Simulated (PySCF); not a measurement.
Compound: C3H9ClOSi3.
Numbering: `[CH2:1]=[C:2]1[SiH2:3][O:4][Si@:5]([CH3:6])([Cl:7])[SiH2:8]1`

Geometry (GFN2-xTB, Å), atoms numbered from 1 in this order:
```
atom  x, y, z in Å
C1    -2.9736   -0.2518    0.2855
C2    -1.6489   -0.3297    0.3608
Si3   -0.6145   -1.5419   -0.6733
O4     0.9176   -1.0794   -0.3402
Si5    1.4693    0.0404    0.7299
C6     2.6261    1.1872   -0.2483
Cl7    2.6042   -1.0020    2.0481
Si8   -0.5843    0.7726    1.5010
H9    -3.5533   -0.8841   -0.3719
H10   -3.5469    0.4480    0.8758
H11   -0.7417   -2.9265   -0.2273
H12   -0.7692   -1.3551   -2.1125
H13    3.3984    0.6178   -0.7596
H14    3.1193    1.8932    0.4123
H15    2.0830    1.7536   -0.9982
H16   -0.8853    2.1909    1.2529
H17   -0.9071    0.4789    2.9045
```

NICS is the negative of the GIAO shielding at a point without a nucleus: at the ring centre (0) and 1 Å above and below it (1); zz is the component along the ring normal. Level: GIAO PBE0/pcSseg-1 (PySCF, non-relativistic, gas phase) on the GFN2-xTB geometry, one conformer.

Ring bond lengths (Å), with Mayer bond orders in brackets: C2–Si3 1.900 (0.83), Si3–O4 1.635 (0.92), O4–Si5 1.644 (0.92), Si5–Si8 2.313 (0.93), Si8–C2 1.910 (0.84).

What do the NICS probes read (ppm)?

```json
{"ring": "C2–Si3–O4–Si5–Si8", "type": "5-membered ring with O and 3 Si; formal bonds all single", "NICS(0)": "-1.7", "NICS(1), two faces": "-1.4 / -2.0", "NICS(1)zz, two faces": "0.9 / -0.3", "rms pucker (Å)": "0.03", "centre to ring atoms, mean (Å)": "1.59"}
```

What do they say, and how far can they be read as aromaticity?

- C2–Si3–O4–Si5–Si8: mean NICS(1)zz 0.3 ppm, near zero. Si3, Si5, Si8 have four or more neighbours, so the value isn't read as a sign of a π ring current.

What is the mean of the two in-plane components of NICS at the first NICS(1) probe listed for ring C2–Si3–O4–Si5–Si8, 1 Å off the ring?

The isotropic value is a third of the trace: (3 × -1.4 − (0.9))/2 = -2.5 ppm.

Give the inner angles of the rings and the Hirshfeld charges of the ring atoms.

- C2–Si3–O4–Si5–Si8: C2 112.9° (-0.182 e), Si3 102.6° (+0.393 e), O4 129.8° (-0.311 e), Si5 97.7° (+0.356 e), Si8 96.5° (+0.230 e); sum 539.6° against 540° for a flat convex ring.
